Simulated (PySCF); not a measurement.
Predicted microwave data (PBE0/pcSseg-1 in PySCF (dipole) on a GFN2-xTB geometry, gas phase) for one isomer of C5H11N3Si:

- Rotational constants: A = 2328, B = 962.5, C = 882.3 MHz
- Dipole components: |μa| = 6.73 D, |μb| = 0.10 D, |μc| = 0.00 D
- Inertial defect: -169.36 u·Å²
- κ: -0.89

Problem. Which candidate fits, each taken in the one conformer that was computed?
A. `C[Si](C)(C)n1cnnc1`
B. `[CH3:1][c:2]1[cH:3][n:4][n:5]([SiH:6]([CH3:7])[CH3:8])[n:9]1` with N4–N5–Si6–C7 -93°
C. `C[Si](C)(C)c1cnn[nH]1`

Solution. A. It is C[Si](C)(C)n1cnnc1, an asymmetric top, point group Cs. The candidates at the same level (rigid rotor, commonest isotopes):

```csv
SMILES,A (MHz),B (MHz),C (MHz),μa (D),μb (D),μc (D),Δ (u·Å²),point group,rotor
C[Si](C)(C)c1cnn[nH]1,2339,891.1,820.7,4.93,1.11,0.05,-167.33,C1,near-prolate asymmetric top
Cc1cnn([SiH](C)C)n1,3038,821.2,731.7,0.24,0.03,0.32,-91.04,C1,near-prolate asymmetric top
C[Si](C)(C)n1cnnc1,2328,962.5,882.3,6.73,0.10,0.00,-169.36,Cs,asymmetric top
```

`Cc1cnn([SiH](C)C)n1` has A 31 % too high; `C[Si](C)(C)c1cnn[nH]1` has B 7 % too low. In the right answer the mirror of this Cs structure is the ab plane, so μc vanishes by symmetry. No structure here is proved a minimum.
